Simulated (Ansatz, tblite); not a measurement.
Removing and adding an electron: the cluster Ca₂Se₂ (the lowest singlet isomer of a short search). Charge 0, multiplicity 1. Geometry: PBE0-D4/def2-SVP. Ansatz, gas phase; energy differences of separate SCF runs; the oxidised species was run as a doublet alone; the reduced species was run as a doublet alone.

```xyz
4

Ca    0.795   -1.389    0.492
Ca   -0.794    1.390   -0.491
Se    1.166    0.062   -1.706
Se   -1.166   -0.063    1.706
```

The xTB rows come from tblite. The structure comes from a short search, and lower isomers may exist.

```
               level  −HOMO (eV)  vertical IE (eV)  −LUMO (eV)  vertical EA (eV)  HOMO–LUMO gap (eV)  IE − EA (eV)                       remarks
            GFN2-xTB        9.86             12.02        8.09              6.13                1.77          5.89                             –
 r2SCAN-D4/def2-TZVP        4.55              6.87        1.78                 –                2.77             –                             –
r2SCAN-D4/def2-TZVPD        4.56                 –        1.79              0.91                2.77             –  HOMO above zero (-1 doublet)
   PBE0-D4/def2-TZVP        5.28              6.93        1.75                 –                3.53             –                             –
```

Question: Estimate the rows for GFN1-xTB, PBE-D4/def2-TZVP, PBE-D4/def2-TZVPD, PBE0-D4/def2-TZVPD.

Answer: 
```tsv
level	−HOMO (eV)	vertical IE (eV)	−LUMO (eV)	vertical EA (eV)	HOMO–LUMO gap (eV)	IE − EA (eV)	remarks
GFN1-xTB	7.48	10.01	5.26	3.13	2.22	6.88	–
PBE-D4/def2-TZVP	4.41	6.81	2.27	–	2.13	–	–
PBE-D4/def2-TZVPD	4.43	–	2.29	0.97	2.15	–	HOMO above zero (-1 doublet)
PBE0-D4/def2-TZVPD	5.30	–	1.76	0.90	3.54	–	HOMO above zero (-1 doublet)
```

   A HOMO above zero means that the electron is unbound at that level or that self-interaction error raises the level; the energy of removing that electron tells which. Raw xTB energy differences between charge states are shifted by several eV; the methods need an empirical correction for them.
